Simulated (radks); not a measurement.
Effect of the nuclear size on the rhenium ion Re3+, [Xe] 4f14 5d4. Calculated with a radial shooting solver on a logarithmic mesh with Libxc functionals: Dirac Kohn-Sham, BLYP, spin-unpolarised, spherical densities, finite nucleus; open shells fill j = l - 1/2 first; Fermi nuclear charge, rms radius 5.3698 fm. The rms radius is varied about that value; shifts are against it.

rms radius (fm) = 4.5965: total energy shift (eV) -17.5; density at nucleus (e/bohr^3) 1.636e+06; 1s1/2 shift (meV) -7080; 2s1/2 shift (meV) -1010; 5s1/2 shift (meV) -10.0; 5d3/2 shift (meV) 0.194; 6s1/2 (empty) shift (meV) -1.58; 6p1/2 (empty) shift (meV) -0.038
rms radius (fm) = 4.865: total energy shift (eV) -11.6; density at nucleus (e/bohr^3) 1.603e+06; 1s1/2 shift (meV) -4700; 2s1/2 shift (meV) -669; 5s1/2 shift (meV) -6.67; 5d3/2 shift (meV) 0.129; 6s1/2 (empty) shift (meV) -1.05; 6p1/2 (empty) shift (meV) -0.025
rms radius (fm) = 5.3698: total energy shift (eV) 0; density at nucleus (e/bohr^3) 1.547e+06; 1s1/2 shift (meV) 0.000; 2s1/2 shift (meV) 0.000; 5s1/2 shift (meV) 0.000; 5d3/2 shift (meV) 0.000; 6s1/2 (empty) shift (meV) 0.000; 6p1/2 (empty) shift (meV) 0.000
rms radius (fm) = 5.7886: total energy shift (eV) 10.2; density at nucleus (e/bohr^3) 1.506e+06; 1s1/2 shift (meV) 4130; 2s1/2 shift (meV) 587; 5s1/2 shift (meV) 5.85; 5d3/2 shift (meV) -0.113; 6s1/2 (empty) shift (meV) 0.923; 6p1/2 (empty) shift (meV) 0.022
rms radius (fm) = 6.6049: total energy shift (eV) 31.5; density at nucleus (e/bohr^3) 1.437e+06; 1s1/2 shift (meV) 12700; 2s1/2 shift (meV) 1810; 5s1/2 shift (meV) 18.1; 5d3/2 shift (meV) -0.349; 6s1/2 (empty) shift (meV) 2.85; 6p1/2 (empty) shift (meV) 0.068

Slopes of the eigenvalues against <r^2> in GHz/fm^2, as finite differences over the two radii next to the reference (eigenvalue slopes, not the field-shift constants of lines): 1s1/2 217000, 2s1/2 30900, 5s1/2 308, 5d3/2 -5.95, 6s1/2 (empty) 48.5, 6p1/2 (empty) 1.16.
